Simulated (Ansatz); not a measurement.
`N[SiH2][SiH2]N` + `C[BH][AlH2]` → `N[SiH2][AlH2]` + `CB[SiH2]N`  (redistribution)

Program: Ansatz. Geometries: PBE0-D4/def2-TZVP. ΔE: electronic, gas phase. CBS: MP2 limit from def2 TZ/QZ plus the TZ coupled-cluster correction, frozen cores. Functionals use def2-TZVPP. B3LYP here is the variant with VWN-RPA as its local correlation; programs differ in this. Each species was taken in one conformer, which may not be the lowest.

Is it downhill or uphill in electronic energy at CCSD(T)/CBS, and by how much? (Estimate.)

The calculation gave: Downhill: ΔE = -13.6 kJ/mol.

What do these levels give: LDA (SPW92), PBE-D4, B97M-V, B3LYP-D4, ωB97X-V, PBE-QIDH, revPBE, BLYP, CAM-B3LYP, CCSD(T)/def2-SVP, MP2/def2-TZVPP, HF/def2-QZVPP? (Estimate.)

Ansatz gave: LDA (SPW92) -12.7, PBE-D4 -12.9, B97M-V -15.2, B3LYP-D4 -12.3, ωB97X-V -13.0, PBE-QIDH -14.3, revPBE -16.3, BLYP -15.6, CAM-B3LYP -14.7, CCSD(T)/def2-SVP -9.9, MP2/def2-TZVPP -12.8, HF/def2-QZVPP -17.7 kJ/mol.

Largest T1 diagnostic among the species: 0.011.

Leaving LDA and LC-ωPBE aside and taking each functional with its dispersion term where it has one, the values, not all of them listed here, spread over 4.0 kJ/mol, from B97M-V to BLYP-D4. The D4 term adds +3.4 kJ/mol with B3LYP and +1.8 kJ/mol with PBE0; it sums over pairs of atoms, weighted by their polarisabilities, and B3LYP, whose exchange is more repulsive, gets the larger term. In def2-TZVPP, CCSD(T) changes the Hartree–Fock value by +3.8 kJ/mol (the triples alone add +0.8 kJ/mol) and MP2 by +4.6 kJ/mol.
